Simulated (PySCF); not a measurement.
Ligands exchanged one at a time, Ga F-H. Gas-phase values, no solvent. Strings in code marks are SMILES.

Method: B3LYP-D3(BJ)/def2-TZVP run with PySCF. B3LYP has the VWN-RPA correlation part, as in Gaussian. Delta-SCF ions had no search for a lower state. 

```csv
species,dipole moment (D),LUMO (eV),vertical ionisation energy (Delta-SCF) (eV),HOMO–LUMO gap (eV)
1 of 3 F replaced by H (`[F][GaH][F]`),2.59,-1.74,12.98,?
2 of 3 F replaced by H,2.30,-1.95,?,6.84
3 of 3 F replaced by H (`[GaH3]`),0.00,?,11.21,6.29
```

**Question.** Fill in the missing entries.

**Answer.** 
- 1 of 3 F replaced by H (`[F][GaH][F]`), HOMO–LUMO gap (eV): 8.44
- 2 of 3 F replaced by H, vertical ionisation energy (Delta-SCF) (eV): 11.57
- 3 of 3 F replaced by H (`[GaH3]`), LUMO (eV): -2.12
